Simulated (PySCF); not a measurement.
## Spin-rotation constants: (H2Ga-mu-SH)2

Cartesian coordinates in Å; atom numbers follow the order of the lines, from 1:
```xyz
10

Ga    1.2923   -0.2469    0.9364
H     2.4517    0.7337    1.2081
H     1.2137   -1.6691    1.5592
S     0.9927   -0.4974   -1.4367
Ga   -1.0031    0.7722   -1.0016
H    -2.2110   -0.1490   -1.3310
H    -0.8432    2.1958   -1.5753
S    -0.8024    0.8425    1.3939
H     0.3746   -1.6774   -1.3262
H    -1.4651   -0.3043    1.5732
```

Level of theory: GIAO PBE0/def2-SVP magnetisability, rotational g tensor and spin-rotation constants, non-relativistic, gas phase in PySCF. Geometry: GFN2-xTB.

The calculation is non-relativistic, which matters for the atoms heavier than Zn.

(1) Give the nuclear spin-rotation constants along the inertial axes (H = +C I·J) beside the isotropic shieldings.

Answers

(1) Rotational constants 2.2253, 1.3283, 0.8658 GHz. A star marks the isotopologue with that one atom substituted, in its own axes.
```csv
atom,isotope,Caa (kHz),Cbb (kHz),Ccc (kHz),mean (kHz),σ (ppm)
Ga1,69Ga,3.476,2.054,1.159,2.230,1624.4
H2,1H,-0.116,-0.110,0.009,-0.072,26.5
H3,1H,-0.105,-0.105,0.003,-0.069,26.4
Ga5,69Ga,3.476,2.054,1.159,2.230,1624.4
H6,1H,-0.105,-0.105,0.003,-0.069,26.4
H7,1H,-0.115,-0.110,0.009,-0.072,26.4
H9,1H,-0.283,-0.160,0.008,-0.145,30.4
H10,1H,-0.283,-0.160,0.008,-0.145,30.4
S4,33S*,0.303,0.185,0.089,0.192,778.7
```
For the geometry as given, no vibrational averaging.
